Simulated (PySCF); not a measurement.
# Vertical excitation energies

Species: C₂H₁₃NOSi₃.
Geometry (PBE0-D3(BJ)/def2-SVP, Å), atoms numbered from 1 in this order:
```
atom  x, y, z in Å
C1     3.0050    0.5137   -0.9961
C2     2.3452   -0.6132   -0.2369
O3     0.9556   -0.5823   -0.4592
Si4   -0.2593   -1.1364    0.5297
N5    -1.5731   -0.0565    0.1741
Si6   -1.1917    1.4683   -0.6212
Si7   -3.2284   -0.4226    0.6131
H8     2.7931    0.4266   -2.0720
H9     2.6263    1.4872   -0.6507
H10    4.0958    0.4921   -0.8523
H11    2.7513   -1.5857   -0.5715
H12    2.5661   -0.5281    0.8446
H13   -0.6477   -2.5455    0.2279
H14    0.2178   -1.0592    1.9479
H15   -2.4612    2.2622   -0.5933
H16   -0.7739    1.3010   -2.0423
H17   -0.1414    2.2314    0.1170
H18   -3.7703    0.5658    1.5943
H19   -3.2376   -1.7790    1.2425
H20   -4.1258   -0.4303   -0.5821
```

The calculation used PySCF, TDDFT CAM-B3LYP/def2-SVPD, vertical, gas phase, core orbitals frozen in the response.

| state | E (eV) | λ (nm) | f | main configurations (H = HOMO, L = LUMO) |
| --- | --- | --- | --- | --- |
| S1 | 6.45 | 192.4 | 0.0002 | H→L (92%) |
| S2 | 6.95 | 178.4 | 0.0077 | H→L+1 (42%), H→L+2 (28%), H→L+4 (15%) |
| S3 | 7.36 | 168.5 | 0.072 | H→L+2 (51%), H→L+1 (31%) |
| S4 | 7.53 | 164.7 | 0.013 | H-1→L (32%), H-1→L+1 (22%), H-1→L+2 (12%) |
| S5 | 7.61 | 162.8 | 0.0044 | H→L+3 (46%), H→L+6 (23%) |
| S6 | 7.78 | 159.3 | 0.0013 | H→L+5 (24%), H-1→L+1 (21%), H-1→L+2 (10%) |
| S7 | 7.88 | 157.4 | 0.012 | H→L+6 (26%), H→L+3 (14%), H→L+5 (14%) |
| S8 | 7.92 | 156.5 | 0.030 | H-1→L (23%), H→L+5 (16%), H→L+7 (16%) |
| S9 | 8.03 | 154.4 | 0.0051 | H→L+7 (58%), H-1→L (9%) |
| S10 | 8.30 | 149.4 | 0.014 | H-2→L (22%), H-3→L (21%), H→L+8 (14%) |

Triplets (Tamm–Dancoff): T1 6.14 eV, H→L (88%); T2 6.70 eV, H→L+1 (35%), H→L+2 (29%), H→L+4 (15%); T3 7.07 eV, H→L+2 (38%), H→L+1 (29%); T4 7.26 eV, H-1→L (28%), H-1→L+1 (15%), H-1→L+2 (12%).

The lowest singlet comes at 192 nm (622 kJ/mol) in the vacuum ultraviolet; it is dark (f under 0.0005); its leading configuration is HOMO→LUMO (92%). The strongest level in the table is S3 at 7.36 eV (168 nm, f = 0.072). Löwdin shares by element: HOMO nitrogen 46%, silicon 25% (atoms not listed hold the other 29%); LUMO silicon 46%, nitrogen 7% (atoms not listed hold the other 47%). Weighted by f, the mean energy of these states is 7.61 eV. The oscillator strengths of these states sum to 0.159; summed over the whole spectrum of an exact calculation they would give the number of electrons, 82 (Thomas–Reiche–Kuhn). The listed states span 1.86 eV, and the widest gap between neighbours is 0.50 eV (S1 to S2). No computed singlet lies in the visible range (380 to 750 nm); the lowest, at 192 nm, stands 3.18 eV above its violet end (3.26 eV). All these states lie below the vertical ionisation energy of 9.36 eV (ΔSCF). The window holds the lowest 10 singlets.

One conformer stands for the species.

Without π bonds the low states are Rydberg-like; a valence basis with one diffuse set may place them up to an eV too high.
